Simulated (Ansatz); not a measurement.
Species: C3H4S, SMILES `C=C=CS` (charge 0, multiplicity 1).

Question: Give a relaxed geometry from PBE0-D3(BJ)/def2-TZVP (Ansatz, a first-principles code).

Answer: One answer among several that fit: the end point of this relaxation, one of several conformers (outside a Z-matrix the atoms follow the SMILES, hydrogens last).
Cartesian coordinates (Å) in one orientation:
```xyz
8

C      1.529     0.290    -0.201
C      0.335    -0.220    -0.136
C     -0.862    -0.721    -0.069
S     -2.318     0.101     0.481
H      2.218     0.226     0.638
H      1.883     0.793    -1.097
H     -1.050    -1.748    -0.368
H     -1.734     1.279     0.752
```
